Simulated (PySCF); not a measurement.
## Gallium: a sound run and one with changed settings

Sound run: Ga⁺ [Ar] 3d10 4s2, Ga²⁺ [Ar] 3d10 4s1. Computed with PySCF 2.14 in cc-pVDZ-PP with ECP10MDF (4s3p2d, 23 functions), with scalar relativity through the core potential. The sound run starts from symmetry-adapted Hartree-Fock orbitals and uses a fine grid where one is needed.

Changed run: initial guess 1e, at most 5 SCF cycles. This setting is unsound on purpose.

```tsv
species	method	sound run (hartree)	changed run (hartree)	converged
Ga⁺	UHF	-258.08810	-258.08810	no
Ga⁺	TPSS	-259.15325	-259.15325	no
Ga⁺	PBE0	-259.18347	-259.18347	no
Ga²⁺	UHF	-257.39861	-257.39861	no
Ga²⁺	TPSS	-258.40398	-258.40398	no
Ga²⁺	PBE0	-258.43439	-258.43439	no
```

The SCF was stopped early; the energies are upper bounds that still move, and correlated levels were skipped or rest on poor orbitals.
